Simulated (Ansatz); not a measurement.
Input for Ansatz (a quantum-chemistry and plane-wave program): R-CCSD(T)/def2-TZVPPD on ClGeH5 (a complex), monomers drawn apart or pushed together. Files ending in .json are basis or fitting sets from the Basis Set Exchange. The run froze 19 orbitals, filled d shells among them.

Ansatz 0.2 input:
```yaml
crystal:
  periodic: [false, false, false]
  atoms:
    - {symbol: Cl, position_ang: [-0.83989672, 0.82487983, -0.48125102]}
    - {symbol: H, position_ang: [-1.07725066, 0.21030440, 0.62237952]}
    - {symbol: Ge, position_ang: [0.16062255, -0.03546508, 3.18820415]}
    - {symbol: H, position_ang: [0.13293134, 1.48804810, 3.35997725]}
    - {symbol: H, position_ang: [-1.04597392, -0.45918509, 2.32508216]}
    - {symbol: H, position_ang: [0.04559419, -0.72781566, 4.55234218]}
    - {symbol: H, position_ang: [1.44986339, -0.46670943, 2.47884404]}
basis:
  gaussian:
    orbitals: def2-TZVPPD.json
magnetization: {spin_polarized: false}
correlation: {method: ccsd_t, electrons: outside_noble_gas}
scf: {lower_state_search: off}
```

Program output:

```
WARN ansatz: RAYON_NUM_THREADS=1 ignored (pool sized by the plan → 1); use --threads N
Functional definition: HF
these checks for a lower state are left out or cut short: stability, starts, cluster_reference, orbital_swaps, neighbouring_geometries, increment
integrals: 0.69 GiB planned
1076 factors; integrals over basis functions are off by at most 1.5e-3 eV
mean field: 0.57 GiB planned
mean field evaluation 1: about -69055.3107 eV, gradient 1.5e1 eV
mean field evaluation 2: about -69055.3514 eV, gradient 1.5e1 eV
mean field evaluation 4: about -69056.3866 eV, gradient 2.4e0 eV
mean field evaluation 8: about -69056.4071 eV, gradient 2.0e-1 eV
mean field -69056.40729333 eV, -2537.7761599157 hartree, gradient 1.0e-6 eV, S^2 0.000000; 0 other end points of the search recorded, 0 dependent functions left out
19 core orbitals not correlated
reference -69056.40729333 eV, -2537.7761599157 hartree; 8, 8 occupied and 163, 163 virtual orbitals, 1076 factors
second order -9.49538116 eV of doubles, -0.00000000 eV of singles
coupled cluster: 1.70 GiB planned
cycle   1  -10.44863786 eV  change   -9.5e-1 eV  update   6.7e-2
cycle   2  -10.79086877 eV  change   -3.4e-1 eV  update   2.2e-2
cycle   3  -10.80529819 eV  change   -1.4e-2 eV  update   5.4e-3
cycle   4  -10.80253940 eV  change    2.8e-3 eV  update   1.8e-3
cycle   5  -10.80210832 eV  change    4.3e-4 eV  update   4.8e-4
cycle   6  -10.80203460 eV  change    7.4e-5 eV  update   1.4e-4
cycle   7  -10.80204748 eV  change   -1.3e-5 eV  update   3.9e-5
cycle   8  -10.80205742 eV  change   -9.9e-6 eV  update   1.2e-5
perturbative correction -0.34410576 eV, -0.0126456533 hartree
Total energy: -69067.55345650 eV, -2538.1857738573 hartree
Checks for a lower state left out: stability, starts, cluster_reference, orbital_swaps, neighbouring_geometries, increment
```

The calculation finished and met its thresholds.

Cost: very roughly 15 core-seconds.
